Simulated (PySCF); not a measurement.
C₄H₁₃BOSi, SMILES B(C)(O[SiH](C)C)C, GFN2-xTB optimised geometry.

```
20

Si    -0.25     0.31     0.00
C      1.65     0.31     0.00
C     -0.96     2.07     0.00
O     -0.72    -0.37    -1.39
B     -1.29    -1.25    -2.20
C     -2.09    -2.50    -1.61
C     -1.17    -1.05    -3.77
H     -0.77    -0.45     1.16
H      2.04    -0.70    -0.02
H      2.05     0.83    -0.86
H      2.03     0.80     0.89
H     -0.66     2.61     0.89
H     -2.05     2.07    -0.03
H     -0.61     2.64    -0.86
H     -3.16    -2.36    -1.74
H     -1.84    -3.42    -2.12
H     -1.90    -2.64    -0.54
H     -2.08    -1.34    -4.30
H     -0.37    -1.68    -4.16
H     -0.94    -0.03    -4.04
```

Density from B3LYP/def2-SVP in PySCF at that geometry.

Minimum of the electron density along straight lines between bonded atoms, close to the bond critical point (lines longer than 1.1 times the sum of covalent radii, or with two minima, are not listed):

```json
[
 {"bond": "Si1–C2", "length / Å": "1.900", "ρ at the minimum / e bohr⁻³": "0.113", "∇²ρ there / e bohr⁻⁵": "0.31", "position (fraction from the first atom)": "0.38"},
 {"bond": "Si1–C3", "length / Å": "1.900", "ρ at the minimum / e bohr⁻³": "0.113", "∇²ρ there / e bohr⁻⁵": "0.31", "position (fraction from the first atom)": "0.38"},
 {"bond": "Si1–O4", "length / Å": "1.617", "ρ at the minimum / e bohr⁻³": "0.126", "∇²ρ there / e bohr⁻⁵": "1.11", "position (fraction from the first atom)": "0.42"},
 {"bond": "O4–B5", "length / Å": "1.325", "ρ at the minimum / e bohr⁻³": "0.210", "∇²ρ there / e bohr⁻⁵": "1.33", "position (fraction from the first atom)": "0.67"},
 {"bond": "B5–C6", "length / Å": "1.594", "ρ at the minimum / e bohr⁻³": "0.177", "∇²ρ there / e bohr⁻⁵": "-0.17", "position (fraction from the first atom)": "0.32"},
 {"bond": "B5–C7", "length / Å": "1.594", "ρ at the minimum / e bohr⁻³": "0.178", "∇²ρ there / e bohr⁻⁵": "-0.18", "position (fraction from the first atom)": "0.32"},
 {"bond": "Si1–H8", "length / Å": "1.474", "ρ at the minimum / e bohr⁻³": "0.117", "∇²ρ there / e bohr⁻⁵": "0.31", "position (fraction from the first atom)": "0.49"},
 {"bond": "C2–H9", "length / Å": "1.086", "ρ at the minimum / e bohr⁻³": "0.272", "∇²ρ there / e bohr⁻⁵": "-0.97", "position (fraction from the first atom)": "0.62"},
 {"bond": "C2–H10", "length / Å": "1.087", "ρ at the minimum / e bohr⁻³": "0.272", "∇²ρ there / e bohr⁻⁵": "-0.97", "position (fraction from the first atom)": "0.62"},
 {"bond": "C2–H11", "length / Å": "1.085", "ρ at the minimum / e bohr⁻³": "0.272", "∇²ρ there / e bohr⁻⁵": "-0.97", "position (fraction from the first atom)": "0.62"},
 {"bond": "C3–H12", "length / Å": "1.085", "ρ at the minimum / e bohr⁻³": "0.272", "∇²ρ there / e bohr⁻⁵": "-0.97", "position (fraction from the first atom)": "0.62"},
 {"bond": "C3–H13", "length / Å": "1.086", "ρ at the minimum / e bohr⁻³": "0.272", "∇²ρ there / e bohr⁻⁵": "-0.97", "position (fraction from the first atom)": "0.62"},
 {"bond": "C6–H15", "length / Å": "1.089", "ρ at the minimum / e bohr⁻³": "0.268", "∇²ρ there / e bohr⁻⁵": "-0.94", "position (fraction from the first atom)": "0.62"},
 {"bond": "C6–H16", "length / Å": "1.087", "ρ at the minimum / e bohr⁻³": "0.271", "∇²ρ there / e bohr⁻⁵": "-0.96", "position (fraction from the first atom)": "0.62"},
 {"bond": "C6–H17", "length / Å": "1.087", "ρ at the minimum / e bohr⁻³": "0.273", "∇²ρ there / e bohr⁻⁵": "-0.97", "position (fraction from the first atom)": "0.62"},
 {"bond": "C7–H18", "length / Å": "1.087", "ρ at the minimum / e bohr⁻³": "0.272", "∇²ρ there / e bohr⁻⁵": "-0.96", "position (fraction from the first atom)": "0.62"},
 {"bond": "C7–H19", "length / Å": "1.089", "ρ at the minimum / e bohr⁻³": "0.268", "∇²ρ there / e bohr⁻⁵": "-0.93", "position (fraction from the first atom)": "0.62"},
 {"bond": "C7–H20", "length / Å": "1.087", "ρ at the minimum / e bohr⁻³": "0.273", "∇²ρ there / e bohr⁻⁵": "-0.97", "position (fraction from the first atom)": "0.62"}
]
```
